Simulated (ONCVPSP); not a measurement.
What one change does to a pseudopotential (Mn, ONCV)

```json
{"Element": "manganese", "Generator": "ONCVPSP 4.0.1", "Type": "optimised norm-conserving Vanderbilt (ONCV)", "Functional": "LDA (Perdew-Zunger)", "Relativity": "scalar-relativistic", "Frozen core": "[Ne]", "Valence charge": "15", "Reference configuration": "3s2 3p6 3d5 4s2", "Partial waves": "3s+4s: rc 1.70 bohr, ncon 4, nbas 8, qcut 5.3 1/bohr, 2 projectors; 3p: rc 0.90 bohr, ncon 4, nbas 7, qcut 10.7 1/bohr, 1 projector; 3d: rc 1.80 bohr, ncon 4, nbas 9, qcut 8.5 1/bohr, 2 projectors, debl 0.7 Ha", "Local potential": "polynomial inside 0.55 bohr (lpopt 5, dvloc0 0 Ha)", "Core correction": "polynomial model core, fcfact 0.4"}
```

All-electron outer shells of the reference configuration (LDA (Perdew-Zunger), scalar-relativistic, ld1.x):

```
shell  level (eV)  outermost node (bohr)  outermost maximum (bohr)
   2p     -629.78                      –                      0.19
   3s      -85.40                   0.34                      0.74
   3p      -54.49                   0.31                      0.75
   3d       -7.01                      –                      0.75
   4s       -5.29                   1.06                      2.47
```

Change: s: qcut 3.1.

Cutoffs: the cutoffs (Ha) at which the residual kinetic energy of the hardest occupied pseudo-wave falls to 1 and 0.1 mHa per electron; they do not see the model core or the augmentation charge, which bear on the density cutoff. Errors are all-electron minus pseudo energies relative to the spin-unpolarised reference configuration.

Task: How do hardness, ghosts and transferability respond?

Result: The potential gets harder (47 Ha and 102 Ha → 56 Ha and 102 Ha); a bound ghost appears in s, which as a rule spoils a file; of the 4 tests that both files solve, the error grows in 1 and shrinks in 0 by more than 15 % and 0.3 meV (median size 33.0 → 30.8 meV); the range in which the s phases agree widens (upper end 2.4 → at the end of the scan).

| quantity | base | changed |
| --- | --- | --- |
| cutoff, loose | 47 Ha | 56 Ha |
| cutoff, tight | 102 Ha | 102 Ha |
| loose cutoff by channel | s 11 Ha, p 47 Ha, d 29 Ha | s 56 Ha, p 47 Ha, d 29 Ha |
| bound ghosts | none | s |
| GHOST(+) flags under 300 eV | s at 73.4 eV | none |
| error for 3s2 3p6 3d5 4s1, meV [ΔE 8.65 eV] | +0.7 | +0.8 |
| error for 3s2 3p6 3d5 4s0, meV [ΔE 24.53 eV] | +3.9 | +5.2 |
| error for 3s2 3p6 3d4 4s0, meV [ΔE 57.34 eV] | +62 | +56 |
| error for 3s2 3p5 3d5 4s2, meV [ΔE 61.89 eV] | -163 | -167 |
| s: phases at 1.73 bohr within 0.05 rad from the reference energy up to (Ha; the scan ends near 5) | 2.4 | to the end of the scan |
| p: phases at 0.92 bohr within 0.05 rad from the reference energy up to (Ha; the scan ends near 5) | to the end of the scan | to the end of the scan |
| d: phases at 1.82 bohr within 0.05 rad from the reference energy up to (Ha; the scan ends near 5) | 1.6 | 1.6 |
| rms error of d²Exc/dni dnj with the model core, mHa | 1.35 | 1.39 |

 A true bound ghost makes a file unfit for plane-wave use even where its test errors are small: the radial tests pick states by their node count and pass the ghost by.
